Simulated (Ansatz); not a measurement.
Cartesian coordinates (Å):
```xyz
11

C      1.6641     0.0330     0.0857
Si    -0.0424     0.5178    -0.5220
C     -1.2772    -0.8847    -0.2621
O     -0.4625     1.8449     0.3964
H      1.6214    -0.2127     1.1516
H      2.3764     0.8480    -0.0471
H      2.0358    -0.8397    -0.4543
H     -0.9800    -1.7687    -0.8300
H     -2.2830    -0.6055    -0.5809
H     -1.3160    -1.1532     0.7988
H     -1.3365     2.2208     0.2639
```
Charge 0, spin multiplicity 2.

Level of theory: frozen-core CCSD(T)/cc-pVTZ // B3LYP-D3(BJ)/def2-TZVP in Ansatz (an electronic-structure program).

| Item | Value |
|---|---|
| HF energy | -443.70912 Ha |
| MP2 correlation energy | -0.70307 Ha |

Question: Estimate the CCSD correlation energy, the (T) correction, the total energy and the T1 diagnostic.

Answer: 
```json
{
 "CCSD correlation energy": "-0.74215 Ha",
 "(T) correction": "-0.02767 Ha",
 "CCSD(T) total energy": "-444.47895 Ha",
 "T1 diagnostic": "0.012"
}
```
